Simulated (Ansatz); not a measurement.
Coupled-cluster diagnostics for the cluster Ru₃H₃⁺, Ansatz.

Geometry of the singlet (PBE0-D4/def2-TZVP):

```xyz
6

Ru   -0.269   -0.050    0.977
Ru    1.445    0.613   -0.125
Ru   -0.561   -1.108   -0.863
H     2.127   -0.688    0.377
H    -1.470    0.076   -1.259
H    -1.272    1.157    0.892
```

In the def2 sets Ru takes a core potential; there is no spin–orbit coupling. Correlated methods freeze no core orbitals; core or outer-core shells of Ru are correlated, in sets that lack core-valence functions. No other spin state of charge 1 was run. Another isomer (quintet) lies 1.71 eV lower at PBE0-D4/def2-TZVP; other spin states weren't run for this one.

Problem. Estimate the CCSD(T) correlation energy, the shares of MP2 and (T), T1 and the reference's ⟨S²⟩ for: charge 1, singlet, own geometry in def2-TZVP; and the rough time on 4 threads of Arm Neoverse V1 on a shared host.

Solution. 
```csv
state,basis,correlation (eV),MP2 share (%),(T) share (%),T1,⟨S²⟩ (pure),wall time,remarks
"charge 1, singlet, own geometry",def2-TZVP,-45.823,95.0,8.8,0.158,0.00 (0.00),2.6 min,"flagged by the program, large T1 (0.158), restricted SCF unstable"
```
Customary marks for T1 are 0.02 (closed shells), 0.045 (open shells) and about 0.05 (3d metals). T1 exceeds 0.02 in 1 of 1 rows and 0.045 in 1; the higher it lies, the less the single-reference result can be trusted.
